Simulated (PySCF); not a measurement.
**H₂Se, singlet: structure and spectrum**

These are results of PySCF, PBE, basis Se def2-TZVP, H def2-TZVP (no relativity, density fitting), not measurements.

The structure is a minimum.

Coordinates in bohr (charge 0 multiplicity 1):
```
Se   -0.0484    0.0000    0.0000
H     1.9198    0.0000    1.9864
H     1.9198    0.0000   -1.9864
```

```
Point group                                                                   : C2v
Bond lengths                                                                  : Se–H 1.480 Å (×2)
Bond angles                                                                   : H–Se–H 90.5°
Enthalpy at 298.15 K above 0 K                                                : 10.00 kJ/mol
Rotational constants                                                          : 7.904, 7.569, 3.866 cm⁻¹
Entropy at 298.15 K and 1 bar                                                 : 219.5 J/(mol K)
Principal quadrupole moments (Buckingham, traceless) about the centre of mass : -4.40, 1.46, 2.94 D Å
Dipole moment                                                                 : 0.73 D
Rotational symmetry number                                                    : 2
Lowest empty level                                                            : -0.92 eV
Principal polarisabilities                                                    : 22.8, 27.6, 28.0 bohr³
Zero-point energy                                                             : 34.5 kJ/mol
Atomisation energy without zero-point energy                                  : 680 kJ/mol
Highest occupied level                                                        : -5.91 eV
Heat capacity Cp at 298.15 K                                                  : 34.7 J/(mol K)
```

Harmonic modes (masses in u: Se 79.917, H 1.008):
```csv
symmetry,ω (cm⁻¹),IR (km/mol)
a1,1025,1.1
a1,2363,8.3
b2,2377,8.1
```

In C2v the vibrations span 2a1 + b2. Here b1 is antisymmetric to the molecular plane and b2 lies in it.

Charges (e):
| atom | Mulliken | Löwdin | polar tensor | Mayer order to Se1 |
| --- | --- | --- | --- | --- |
| Se1 | -0.27 | -0.08 | 0.00 | – |
| H2,3 | 0.14 | 0.04 | 0.00 | 0.97 |

Mulliken populations on Se1: s 7.89, p 16.31, d 10.07, f 0.01.

Outer orbital energies (eV). occupied: -17.76, -10.31, -8.80, -5.91; empty: -0.92, -0.44, 4.11, 4.26.

Counting electrons, selenium keeps 4 of its valence electrons outside its bonds, so the VSEPR class is AX2E2 and the expected shape is bent (C2v), as computed. The angle of 91° is close to 90°: the heavy centre bonds with nearly pure p orbitals and keeps its lone pair s-like.

The final relaxation and frequency run took 7.8 s on 2 threads of a shared Arm Neoverse V2 host, with 60 basis functions and 8 gradients; the process peaked at 0.6 GiB. Launch command: `OMP_NUM_THREADS=2 python axn.py task.json out`.
